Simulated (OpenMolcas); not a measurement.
V3+: ligand-field states by method

V3+ with its 6 nearest fluoride ions at 2.03 Å, on the Y site of Cs2NaYF6 (a = 9.075 Å, distance in the model lattice 2.178 Å). The rest of the host is ab initio model potentials to 7.6 Å, with orthogonalisation functions on the cations behind the ligands, and point charges beyond; the distance is set by hand and nothing relaxes. Ligand basis ANO-RCC-VDZP.
```
V     0.0000    0.0000    0.0000
F     2.0300    0.0000    0.0000
F     0.0000    2.0300    0.0000
F    -2.0300    0.0000    0.0000
F     0.0000   -2.0300    0.0000
F     0.0000    0.0000    2.0300
F     0.0000    0.0000   -2.0300
```

* Program: OpenMolcas 26.06
* Basis: ANO-RCC-VDZP [5s4p2d1f]
* Scalar Hamiltonian: DKH2, point nucleus
* Active space: 2 electrons in 5 orbitals (3d)
* State averaging: 2S+1 = 3 even, 10 roots; 2S+1 = 1 even, 15 roots
* Spin-orbit coupling: state interaction with AMFI integrals over the reference wave functions

I. CASSCF
II. SS-CASPT2, IPEA 0.25 Eh, imaginary shift 0.1 Eh (closed shells correlated: 3s 3p and the ligand valence shells)

Spin-free states (labels of O, the rotations of Oh) in cm-1, each column counted from its own energy of the first state listed:

```tsv
State	Degeneracy	I	II
3T1	3	0	0
3T2	3	11249	12520
1T2	3	14108	10980
1E	2	14538	11660
3A2	1	23967	27640
3T1	3	24914	23700
1T2	3	27582	26290
1A1	1	27931	23470
1T1	3	30637	29540
1E	2	40161	40640
1A1	1	62094	56750
```

From I to II, I's first state of the same spin (3T2) moves from 11249 to 12520 cm-1, by about +1300 cm-1.

From I to II, I's first state of another spin (1T2) moves from 14108 to 10980 cm-1, by about -3100 cm-1.

I: A least-squares ligand-field fit to the states below 45000 cm-1, each weighted by its degeneracy and with a free common offset, gives 10Dq = 12752 cm-1, B = 1004 cm-1 and C = 3716 cm-1 (C/B = 3.70), with an rms deviation of 85 cm-1. The same method and metal basis give the free ion B = 1088 cm-1 (fit to its terms below 60000 cm-1, rms deviation 54 cm-1), so the nephelauxetic ratio is β = 1004 / 1088 = 0.92; it hangs on how both fits weigh the states, and computed free-ion B values tend to be too large, so β mixes covalency with correlation.

II: A least-squares ligand-field fit to the states below 45000 cm-1, each weighted by its degeneracy and with a free common offset, gives 10Dq = 14679 cm-1, B = 827 cm-1 and C = 3108 cm-1 (C/B = 3.76), with an rms deviation of 309 cm-1. The same method and metal basis give the free ion B = 987 cm-1 (fit to its terms below 60000 cm-1, rms deviation 666 cm-1), so the nephelauxetic ratio is β = 827 / 987 = 0.84; it hangs on how both fits weigh the states, and computed free-ion B values tend to be too large, so β mixes covalency with correlation.

From I to II, 10Dq changes by +15 %, B by -18 % and C by -16 %.

χT at 300 K: I 0.89, II 0.89 cm3 K/mol.

Roots that are degenerate in the reference are averaged as groups; the widest CASPT2 spread within a group is 740 cm-1 (the 3-fold group of multiplicity 3 near 12500 cm-1 above the lowest state of its run, II). Shifts and gaps below about the spread of the groups concerned are not significant. Over all roots computed the reference weight is 0.73 to 0.74 in II; a low but even weight reflects the number of correlated electrons. An orbital triplet at a regular site is open to Jahn-Teller coupling, which can distort the site and quench the lowest spin-orbit gaps and is left out. Ligand-to-metal charge-transfer states are missing. With no ligand orbital active B as a rule stays too high, so bands that hang on it stand too high and its fall with covalency is understated. Without dynamic correlation the repulsion within the d shell is too large (B by tens of per cent), so at a given field states of lower spin stand too high (holds for I). With metal d orbitals alone and no dynamic correlation 10Dq can be off by a tenth to a fifth, either way, in oxide and fluoride hosts (holds for I). With one d shell and no ligand orbital active, 10Dq can be off by a tenth or more (holds for II). No measured value stands beside these numbers; the geometry was set by hand and not optimised.
